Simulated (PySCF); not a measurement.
AuCl, SMILES [Cl][Au], multiplicity 1. Atoms are numbered in the order given.

```xyz
2

Au     0.0000     0.0000    -0.3991
Cl     0.0000     0.0000     1.8546
```
Charge 0, spin multiplicity 1.

The structure is a stationary point at B3LYP-D3(BJ)/def2-TZVPD. The multiplicity is an assumed one; other spin states were not compared. The def2 effective core potentials stand for the cores of Au; spin–orbit coupling is left out.

Level of theory: r2SCAN/def2-TZVPD (PySCF).

Isolated molecule, no solvent.

Computed frontier levels, gap, dipole moment and polarisability:
The highest occupied level is -7.02 eV. The lowest empty level is -4.63 eV and the orbital gap comes out as 2.39 eV. The dipole moment is 3.60 D and the quadrupole, principal values (traceless, Buckingham form, about the centre of nuclear charge) comes out as -0.57, -0.57, 1.14 D·Å. The mean static polarisability is 46.2 bohr³ (6.84 Å³). The polarisability, principal values is 38.1, 38.1, 62.4 bohr³.
